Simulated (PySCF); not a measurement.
H2Cl6Si3, SMILES Cl[Si](Cl)(Cl)[SiH2][Si](Cl)(Cl)Cl (B3LYP/def2-SVP optimised geometry):

```
11

Si     0.122    -1.444     0.000
Cl    -0.546    -2.469     1.666
Cl    -0.545    -2.424    -1.697
Cl     2.189    -1.444     0.000
Si    -0.700     0.755     0.000
Si     0.008     1.978     1.876
Cl     2.071     2.105     1.924
Cl    -0.646     1.078     3.618
Cl    -0.776     3.892     1.779
H     -0.207     1.444    -1.227
H     -2.189     0.706     0.001
```

Calculation: B3LYP/def2-TZVP (PySCF).

Task: What are the frontier orbital energies and the dipole moment?

Result: HOMO-2 -9.08 eV, HOMO-1 -8.96 eV, HOMO -8.37 eV, LUMO -1.72 eV, LUMO+1 -1.20 eV; dipole moment 1.25 D.

On the same geometry PBE/def2-TZVP in PySCF gives HOMO-2 -7.96 eV, HOMO-1 -7.91 eV, HOMO -7.40 eV, LUMO -2.38 eV, LUMO+1 -1.89 eV; dipole moment 1.15 D.

Meta-Löwdin charges at B3LYP/def2-TZVP: Si1 0.78, Cl2 -0.26, Cl3 -0.27, Cl4 -0.26, Si5 0.13, Si6 0.78, Cl7 -0.26, Cl8 -0.26, Cl9 -0.27, H10 -0.05, H11 -0.05.
